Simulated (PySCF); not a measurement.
Sn(OH)3(SH) (H₄O₃SSn), SMILES [OH][Sn]([OH])([OH])[SH].

Geometry: PBE0-D3(BJ)/def2-SVP. The def2 effective core potentials stand for the cores of Sn; spin–orbit coupling is left out. One conformer was computed; it need not be the lowest.

Calculation: PySCF 2.14.0 with C-PCM-M06-2X/def2-SVP.

The values are the electrostatic part of the solvation free energy, E(continuum) − E(gas) at the gas-phase geometry, in a cavity of scaled van der Waals radii (PySCF's table); cavitation and dispersion terms are not included. A continuum can't describe solvent molecules that bind to the metal. In vacuum the orbital gap is 8.63 eV. The dipole moment in vacuum is 0.88 D.

```json
[
 {"solvent": "water", "ε": "78.36", "ΔG(elec) (kcal/mol)": "___", "dipole (D)": "___", "gap (eV)": "___"},
 {"solvent": "2-propanol", "ε": "19.26", "ΔG(elec) (kcal/mol)": "-11.5", "dipole (D)": "1.10", "gap (eV)": "8.71"},
 {"solvent": "n-hexane", "ε": "1.88", "ΔG(elec) (kcal/mol)": "-5.5", "dipole (D)": "0.98", "gap (eV)": "8.67"}
]
```

Problem. Fill in the missing entries. (An estimate is asked for; the answer gives what the named calculation found.)

Solution. 
- water, ΔG(elec) (kcal/mol): -12.0
- water, dipole (D): 1.11
- water, gap (eV): 8.71
